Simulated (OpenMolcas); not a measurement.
4s² 4p⁴ along the 34-electron sequence

```
Program             : OpenMolcas 26.06
Method              : SS-CASPT2, IPEA 0.25 Eh, imaginary shift 0.1 Eh
Basis               : ANO-R3
Scalar Hamiltonian  : X2C, finite nucleus
Spin-orbit coupling : RASSI with atomic mean-field integrals over the reference wave functions, term energies averaged over their components
```

Active space for each ion: 4 electrons in 3 orbitals (4p); closed shells correlated by CASPT2: 3d 4s.

Computed levels in cm-1 above ³P₂:

```csv
Level,Se,Br+,Kr2+
³P₁,1842,2900,4190
³P₀,2410,3640,5040
¹D₂,9650,12110,14520
¹S₀,23010,28400,33410
weight of ³P in the lowest level (%),98,98,97
```

Measured, with the error of the calculation in %. Measured levels: Se, Br+ from NIST Handbook of Basic Atomic Spectroscopic Data; Kr2+ from Saloman, J. Phys. Chem. Ref. Data 36, 215 (2007).

```json
{"Level": "³P₁", "Se": "1989 (-7.4)", "Br+": "3136 (-7.7)", "Kr2+": "4548 (-7.8)"}
{"Level": "³P₀", "Se": "2534 (-5.0)", "Br+": "3837 (-5.2)", "Kr2+": "5313 (-5.2)"}
{"Level": "¹D₂", "Se": "9576 (+0.7)", "Br+": "12089 (+0.1)", "Kr2+": "14644 (-0.8)"}
{"Level": "¹S₀", "Se": "22446 (+2.5)", "Br+": "27867 (+1.9)", "Kr2+": "33080 (+1.0)"}
```

The fine-structure level ³P₀ changes by a factor of 2.09 from Se to Kr2+. Its fourth root runs 7.01, 7.77, 8.43, with steps per unit of Z of 0.76, 0.66; equal steps would mean a (Z - σ)^4 law with constant σ.

¹D₂ changes by a factor of 1.5 over the same range, with steps per unit of Z of +2460, +2410 cm-1.

Term energies are means over components that CASPT2 splits; among the terms shown or strongly mixed into the levels shown the widest spread is 170 cm-1 (4s² 4p⁴ ¹D, Br+). With the s shell closed, the reference lacks s² → p² mixing. Computed and measured levels are paired by configuration, term and J; levels that our copy of the source lacks, or whose pairing is in doubt (as where it misses far off the trend of its configuration), stay unpaired and out of the deviations. Levels of configurations outside the active space are missing.
